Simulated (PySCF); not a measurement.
# H₃TaO + N₂ → TaON + NH₃

Level: PBE0 in the def2-TZVP basis family, computed in PySCF with density fitting; scalar-relativistic core potentials for atoms from Rb on, none lighter, no spin–orbit coupling; open shells unrestricted.

| species | state and structure | E (Eh) | ZPE (kJ/mol) | H(298 K) − H(0) (kJ/mol) | S° (J/(mol K)) |
| --- | --- | --- | --- | --- | --- |
| H₃TaO | singlet, C3v, Ta–H 1.782 Å (×3), Ta–O 1.692 Å; H–Ta–H 114.8° (×3), H–Ta–O 103.4° (×3) | -133.98279 | 59.5 | 11.8 | 263.9 |
| N₂ | singlet, D∞h, N–N 1.089 Å | -109.44629 | 14.9 | 8.7 | 191.4 |
| TaON | singlet, Cs, Ta–N 1.706 Å, Ta–O 1.748 Å; N–Ta–O 105.0° | -186.81374 | 13.9 | 11.0 | 278.5 |
| NH₃ | singlet, C3v, N–H 1.013 Å (×3); H–N–H 107.1° (×3) | -56.51312 | 90.6 | 10.0 | 192.4 |

What is the electronic reaction energy?

At PBE0/def2-TZVP, ΔE = 268.4 kJ/mol from the differences of the total energies times 2625.5, uphill. 

Add zero-point, thermal and entropy terms for 298.15 K and 1 bar.

ΔZPE = 30.1 and Δ[H(298) − H(0)] = 0.5 kJ/mol give ΔH° = 299.0 kJ/mol. ΔS° = 15.6 J/(mol K), so ΔG° = 299.0 − 298.15 × (0.0156) = 294 kJ/mol.

Spin–orbit coupling can matter for H₃TaO, TaON and is left out. Only the bonding shown was studied: isomers, or loss of a ligand pair, can lie lower.
